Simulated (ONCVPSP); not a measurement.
**Which change was made? (Pt, ONCV)**

| Quantity | Value |
| --- | --- |
| Element | Pt (Z = 78) |
| Generator | ONCVPSP 4.0.1 |
| Type | optimised norm-conserving Vanderbilt (ONCV) |
| Functional | PBEsol |
| Relativity | scalar-relativistic |
| Frozen core | [Kr] 4d10 4f14 |
| Valence charge | 18 |
| Reference configuration | 5s2 5p6 5d9 6s1 |
| Partial waves | 5s+6s: rc 1.60 bohr, ncon 3, nbas 6, qcut 7.7 1/bohr, 2 projectors; 5p: rc 1.50 bohr, ncon 3, nbas 7, qcut 8.6 1/bohr, 3 projectors, debl 3.2 Ha; 5d: rc 2.15 bohr, ncon 4, nbas 9, qcut 6.8 1/bohr, 1 projector; f scattering state at 0.23 Ha: rc 1.50 bohr, ncon 4, nbas 7, qcut 8 1/bohr, local |
| Local potential | the f channel |
| Core correction | Teter function, fcfact 4.5, rcfact 1.15 |

Cutoffs, loose and tight: the cutoffs (Ha) at which the residual kinetic energy of the hardest occupied pseudo-wave falls to 1 and 0.1 mHa per electron. They do not see the model core or the augmentation charge, which bear on the density cutoff. Test errors are all-electron minus pseudo excitation energies from the reference, over the configurations 5s2 5p6 5d9 6s0; 5s2 5p6 5d8 6s0; 5s2 5p6 5d7 6s0; 5s2 5p6 5d9 6s0.5; variants that change the core or the reference have their own tests.

The base gives: outcome: generated; cutoff, loose: 25 Ha; cutoff, tight: 30 Ha; bound ghosts: s; GHOST(+) flags above zero: p, d; largest test error (meV): -73.

After one change the result is: outcome: generated; cutoff, loose: 41 Ha; cutoff, tight: 48 Ha; bound ghosts: s; GHOST(+) flags above zero: p, d; largest test error (meV): -74. Which change was it?
A. p: qcut 8
B. p: qcut 11.5
C. p: qcut 10.5

B. The others give: p: qcut 8 → outcome: generated; cutoff, loose: 21 Ha; cutoff, tight: 27 Ha; bound ghosts: s; GHOST(+) flags above zero: p, d; largest test error (meV): -72 | p: qcut 10.5 → outcome: generated; cutoff, loose: 35 Ha; cutoff, tight: 42 Ha; bound ghosts: s; GHOST(+) flags above zero: p, d; largest test error (meV): -73.
